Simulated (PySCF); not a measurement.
Isomers of C3H4S. Isolated molecules, 0 K electronic values unless said otherwise. One relaxed conformer stands for each flexible species; it need not be the lowest. Strings in code marks are SMILES. All members: neutral, multiplicity 1. Level: M06-2X/def2-TZVP // PBE0-D3(BJ)/def2-TZVP (PySCF), beside PBE-D3(BJ)/def2-TZVP // PBE0-D3(BJ)/def2-TZVP (PySCF) at the same geometries.  Orbital energies are measured against the vacuum level.

```
species                           HOMO, PBE (eV)  HOMO, M06-2X (eV)
--------------------------------  --------------  -----------------
`C#CCS` (C–C–S–H torsion 58°)              -5.80              -8.28
`C#CSC`                                    -5.39              -7.63
`SC1=CC1` (H–S–C–C torsion 180°)           -5.36              -7.56
`CC#CS`                                    -5.35           withheld
`C=C=CS` (C–C–S–H torsion 0°)              -5.33              -7.54
`S=C1CC1`                                  -5.02              -7.37
```

### Question
Fit y = a + b·x, y being the HOMO at the first level, to the 5 complete rows by least squares, with x = the PBE value in eV. Give a, b and the rms residual, and predict the withheld value.

### Answer
Means of the 5 rows: x̄ = -5.38, ȳ = -7.676 eV. Σ(x − x̄)² = 0.309 and Σ(x − x̄)(y − ȳ) = 0.3725, so b = 1.206 and a = ȳ − b·x̄ = -1.188 eV. The rms residual is 0.093 eV. At x = -5.35 the line gives -7.64 eV. The run for `CC#CS` gave -7.62 eV, so the line is off by 0.02 eV, within twice the rms residual.

Codes: PySCF.
